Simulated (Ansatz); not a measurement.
Steps of a relaxation of CH3SSbSe, SMILES `[Se]=C[S][SbH2]` with RKS PBE-D4/def2-SVP.

```sh
$ ansatz run in.yaml --threads 4 --pin off --events-out ev --progress --plain --max-ram 10444MiB
```

```yaml
crystal:
  periodic: [false, false, false]
  atoms:
    - {symbol: Se, position_ang: [0.030900, 0.949400, -2.606800]}
    - {symbol: C, position_ang: [-0.787600, 0.623100, -0.549600]}
    - {symbol: S, position_ang: [-1.202700, 0.700700, 1.183100]}
    - {symbol: Sb, position_ang: [0.866600, -0.634400, 1.803700]}
    - {symbol: H, position_ang: [-1.174500, -0.188100, -1.175100]}
    - {symbol: H, position_ang: [0.456700, -1.811900, 0.545000]}
    - {symbol: H, position_ang: [1.871800, 0.293200, 0.754100]}
basis:
  gaussian: {orbitals: def2-SVP}
hamiltonian: {xc: pbe, dispersion: d4}
relax: {f_tol: 0.03, max_steps: 200}
```

Positions (Å) and forces (eV/Å) along the path, 18 of 21 steps:

```xyz
7
step=1 energy=-83776.8416 eV
Se    0.031    0.949   -2.607   -0.439    0.727    3.305
C    -0.788    0.623   -0.550    0.505   -0.553   -2.994
S    -1.203    0.701    1.183    1.013    0.532   -1.381
Sb    0.867   -0.634    1.804   -0.466   -0.187   -0.196
H    -1.175   -0.188   -1.175   -0.963   -0.750    1.109
H     0.457   -1.812    0.545    0.284    0.270    0.269
H     1.872    0.293    0.754    0.066   -0.039   -0.113
7
step=2 energy=-83778.2876 eV
Se    0.040    1.032   -2.431   -0.647    0.436    3.273
C    -0.788    0.571   -0.657    0.636   -0.485   -3.203
S    -1.116    0.773    1.081    0.667    0.519   -0.909
Sb    0.843   -0.639    1.794   -0.214    0.229   -0.039
H    -1.270   -0.290   -1.138   -0.685   -0.499    0.921
H     0.479   -1.800    0.555    0.143   -0.030   -0.030
H     1.872    0.285    0.750    0.099   -0.169   -0.013
7
step=3 energy=-83779.0501 eV
Se    0.001    1.055   -2.242    1.413    1.764   -0.796
C    -0.762    0.555   -0.767   -1.446   -2.018    0.438
S    -1.068    0.810    0.986    0.570    0.586   -0.321
Sb    0.831   -0.624    1.789   -0.331    0.237   -0.118
H    -1.311   -0.335   -1.113   -0.544   -0.395    0.831
H     0.487   -1.802    0.552    0.151   -0.013    0.011
H     1.882    0.273    0.749    0.187   -0.161   -0.045
7
step=4 energy=-83779.4707 eV
Se    0.062    1.217   -2.154   -0.056   -0.114    0.913
C    -0.752    0.402   -0.771   -0.995    0.397   -0.784
S    -1.112    0.895    0.933    0.747   -0.115   -0.638
Sb    0.760   -0.530    1.746    0.158   -0.098    0.096
H    -1.421   -0.438   -1.068    0.374   -0.173    0.232
H     0.534   -1.789    0.550   -0.065    0.109    0.103
H     1.990    0.175    0.720   -0.162   -0.005    0.078
7
step=5 energy=-83779.5323 eV
Se    0.118    1.273   -2.087   -0.745   -0.257    0.465
C    -0.913    0.461   -0.864    0.539   -0.787    0.364
S    -1.049    0.910    0.904   -0.103    0.076   -0.790
Sb    0.771   -0.523    1.763    0.175   -0.144   -0.160
H    -1.418   -0.551   -1.050    0.318    1.060   -0.112
H     0.538   -1.781    0.567   -0.054    0.055    0.141
H     2.013    0.144    0.722   -0.130   -0.004    0.092
7
step=6 energy=-83779.6565 eV
Se   -0.054    1.363   -2.137   -0.171   -0.027    0.074
C    -0.845    0.424   -0.852    0.487    0.920    0.210
S    -1.017    0.931    0.854    0.051   -0.038   -0.267
Sb    0.766   -0.530    1.777   -0.001   -0.119    0.150
H    -1.302   -0.533   -1.077   -0.301   -0.772   -0.131
H     0.489   -1.817    0.637   -0.027    0.016    0.022
H     2.023    0.095    0.752   -0.038    0.020   -0.057
7
step=7 energy=-83779.6825 eV
Se   -0.209    1.463   -2.203    0.067    0.017   -0.086
C    -0.761    0.420   -0.887   -0.562    0.258    0.392
S    -0.930    0.941    0.820    0.090   -0.043   -0.367
Sb    0.766   -0.565    1.837   -0.056   -0.039    0.036
H    -1.250   -0.558   -1.093    0.361   -0.085    0.038
H     0.454   -1.838    0.695    0.001   -0.050    0.005
H     1.991    0.069    0.787    0.099   -0.057   -0.018
7
step=8 energy=-83779.7319 eV
Se   -0.329    1.522   -2.285   -0.403   -0.463    0.800
C    -0.792    0.475   -0.886    0.210   -0.066   -0.428
S    -0.893    0.989    0.815   -0.031   -0.023   -0.522
Sb    0.747   -0.593    1.850   -0.131    0.050    0.091
H    -1.060   -0.609   -1.068    0.239    0.618    0.164
H     0.410   -1.871    0.726   -0.029   -0.042   -0.052
H     1.977    0.020    0.802    0.145   -0.074   -0.054
7
step=9 energy=-83779.8244 eV
Se   -0.519    1.579   -2.312   -0.207   -0.208    0.378
C    -0.757    0.493   -0.907    0.084   -0.085   -0.312
S    -0.861    1.020    0.766    0.019   -0.026   -0.237
Sb    0.715   -0.593    1.869   -0.047    0.014    0.088
H    -0.889   -0.609   -1.071    0.149    0.356    0.122
H     0.368   -1.898    0.774   -0.041    0.025   -0.033
H     2.004   -0.060    0.836    0.044   -0.075   -0.006
7
step=10 energy=-83779.8913 eV
Se   -0.711    1.633   -2.327   -0.137   -0.264    0.301
C    -0.721    0.504   -0.935    0.047    0.170   -0.315
S    -0.824    1.036    0.723    0.034   -0.025   -0.073
Sb    0.696   -0.591    1.901    0.000    0.003   -0.006
H    -0.704   -0.599   -1.090    0.102    0.155    0.042
H     0.313   -1.909    0.831   -0.043    0.024   -0.005
H     2.011   -0.142    0.852   -0.003   -0.064    0.056
7
step=12 energy=-83779.9311 eV
Se   -0.918    1.637   -2.350    0.093   -0.516    0.583
C    -0.658    0.519   -0.952   -0.388    0.546   -0.560
S    -0.777    1.062    0.693    0.123   -0.022   -0.066
Sb    0.672   -0.604    1.914    0.029   -0.010    0.040
H    -0.538   -0.575   -1.093    0.192    0.035   -0.046
H     0.245   -1.901    0.834   -0.004    0.038    0.000
H     2.036   -0.206    0.906   -0.044   -0.071    0.050
7
step=13 energy=-83779.9854 eV
Se   -1.113    1.593   -2.356    0.018   -0.168    0.213
C    -0.661    0.545   -0.979   -0.059    0.072   -0.149
S    -0.692    1.104    0.664   -0.007    0.007   -0.035
Sb    0.639   -0.629    1.938    0.014    0.035   -0.034
H    -0.382   -0.523   -1.113    0.040    0.097   -0.050
H     0.219   -1.886    0.812   -0.025    0.017    0.004
H     2.052   -0.272    0.989    0.017   -0.060    0.052
7
step=14 energy=-83780.0087 eV
Se   -1.304    1.536   -2.337    0.006   -0.040    0.046
C    -0.640    0.561   -1.000   -0.023    0.039   -0.027
S    -0.650    1.130    0.639    0.000   -0.008   -0.026
Sb    0.615   -0.627    1.946   -0.003   -0.004    0.002
H    -0.216   -0.452   -1.160    0.013    0.024   -0.016
H     0.171   -1.860    0.805   -0.009   -0.003    0.014
H     2.086   -0.357    1.061    0.016   -0.009    0.007
7
step=15 energy=-83780.0114 eV
Se   -1.405    1.495   -2.322    0.009    0.015   -0.002
C    -0.620    0.578   -1.012   -0.008   -0.054   -0.046
S    -0.621    1.143    0.624   -0.028    0.041    0.048
Sb    0.601   -0.627    1.954    0.024   -0.005   -0.024
H    -0.118   -0.395   -1.193    0.003    0.017   -0.005
H     0.134   -1.858    0.820   -0.001   -0.004    0.018
H     2.090   -0.404    1.084    0.001   -0.009    0.011
7
step=17 energy=-83780.0122 eV
Se   -1.397    1.504   -2.324    0.005    0.003    0.005
C    -0.622    0.579   -1.015   -0.012    0.003   -0.031
S    -0.634    1.138    0.625   -0.009    0.011    0.029
Sb    0.606   -0.623    1.953    0.007    0.004   -0.001
H    -0.116   -0.390   -1.198    0.013   -0.014   -0.005
H     0.133   -1.868    0.839   -0.002   -0.004    0.006
H     2.090   -0.408    1.074   -0.002   -0.003   -0.003
7
step=19 energy=-83780.0133 eV
Se   -1.402    1.509   -2.322    0.031   -0.022    0.022
C    -0.603    0.590   -1.021   -0.037    0.017    0.010
S    -0.671    1.118    0.631    0.011   -0.033   -0.038
Sb    0.618   -0.609    1.957    0.014    0.000   -0.002
H    -0.050   -0.352   -1.216   -0.002    0.026    0.007
H     0.105   -1.901    0.914   -0.003    0.013    0.001
H     2.064   -0.424    1.010   -0.014   -0.001   -0.001
7
step=20 energy=-83780.0135 eV
Se   -1.388    1.513   -2.320   -0.003   -0.019   -0.001
C    -0.604    0.585   -1.018    0.038    0.039    0.056
S    -0.684    1.108    0.637   -0.003   -0.040   -0.062
Sb    0.625   -0.606    1.960    0.005   -0.008   -0.044
H    -0.036   -0.348   -1.214   -0.031    0.024    0.019
H     0.095   -1.900    0.927    0.007    0.010    0.021
H     2.052   -0.420    0.983   -0.012   -0.006    0.012
7
step=21 energy=-83780.0141 eV
Se   -1.384    1.504   -2.321   -0.003    0.003   -0.010
C    -0.594    0.592   -1.011   -0.003    0.005   -0.008
S    -0.703    1.101    0.643    0.003   -0.010   -0.006
Sb    0.630   -0.602    1.952    0.009   -0.006    0.024
H    -0.013   -0.332   -1.204   -0.002    0.008    0.005
H     0.086   -1.909    0.946   -0.003    0.000    0.000
H     2.039   -0.424    0.951   -0.001    0.001   -0.005
```

It took 23 s on 4 threads of an AMD EPYC 7B13 on a shared host, with 0.18 GiB of host memory at the peak.
